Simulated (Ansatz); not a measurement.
`[SiH3][Se][GaH2]` + `[NH2][Sc]([NH2])[OH]` → `[NH2][Sc]([NH2])[O][SiH3]` + `[GaH2][SeH]`  (ligand exchange at the Si–Se bond)

Isolated molecules relaxed with PBE0-D4/def2-TZVP in Ansatz; ΔE leaves out vibrations. CCSD(T)/CBS adds triple-zeta CCSD(T) − MP2 to the extrapolated MP2 energy (def2 sets, frozen cores). Functionals use def2-TZVPP. B3LYP here is the variant with VWN-RPA as its local correlation; programs differ in this. HSE06 is defined as in plane-wave codes. For Ga, Sc, Se outer-core shells are correlated without core-valence functions, which leaves a few kJ/mol of doubt a bond. Scalar relativity is left out up to krypton. One conformer a species, not always the lowest.

```
             level  ΔE (kcal/mol)  difference from CCSD(T)/CBS
       LDA (SPW92)           -9.8                          2.0
            PBE-D4           -9.1                          2.7
         revPBE-D4           -9.1                          2.7
           BLYP-D4          -12.3                         -0.5
         r2SCAN-D4          -12.0                         -0.2
            B97M-V          -14.2                         -2.4
           PBE0-D4           -9.8                          2.0
          B3LYP-D4          -12.7                         -0.9
        r2SCANh-D4          -12.0                         -0.2
        r2SCAN0-D4          -11.9                         -0.1
          HSE06-D4           -9.8                          2.0
          BHLYP-D4          -13.6                         -1.8
      CAM-B3LYP-D4          -14.0                         -2.2
           ωB97M-V          -11.9                         -0.1
            B2PLYP          -13.5                         -1.7
          PBE-QIDH          -11.2                          0.6
               PBE           -9.8                          2.0
              BLYP          -13.7                         -1.9
              PBE0          -10.4                          1.4
             B3LYP          -14.0                         -2.2
           r2SCANh          -12.0                         -0.2
           r2SCAN0          -12.0                         -0.2
             HSE06          -10.4                          1.4
             BHLYP          -15.0                         -3.2
           LC-ωPBE          -11.3                          0.5
RPA@PBE/def2-TZVPP          -13.8                         -2.0
       HF/def2-SVP          -17.2                         -5.4
      MP2/def2-SVP          -14.3                         -2.5
     CCSD/def2-SVP          -15.4                         -3.6
  CCSD(T)/def2-SVP          -15.2                         -3.4
     HF/def2-TZVPP          -17.1                         -5.3
    MP2/def2-TZVPP          -11.6                          0.2
SCS-MP2/def2-TZVPP          -13.4                         -1.6
   CCSD/def2-TZVPP          -13.6                         -1.8
CCSD(T)/def2-TZVPP          -12.9                         -1.1
     HF/def2-QZVPP          -17.7                         -5.9
    MP2/def2-QZVPP          -11.2                          0.6
SCS-MP2/def2-QZVPP          -13.0                         -1.2
     MP2/CBS(def2)          -10.6                          1.2
    CCSD/CBS(def2)          -12.5                         -0.7
       CCSD(T)/CBS          -11.8                            0
```

Largest T1 diagnostic among the species: 0.015.

In def2-TZVPP, CCSD(T) changes the Hartree–Fock value by +4.2 kcal/mol (the triples alone add +0.7 kcal/mol) and MP2 by +5.5 kcal/mol. The D4 term adds +1.3 kcal/mol with B3LYP and +0.6 kcal/mol with PBE0; it sums over pairs of atoms, weighted by their polarisabilities, and B3LYP, whose exchange is more repulsive, gets the larger term.

CCSD(T)/CBS has its own doubt, a few kJ/mol and more with outer-core shells, so smaller differences from it don't rank the levels.
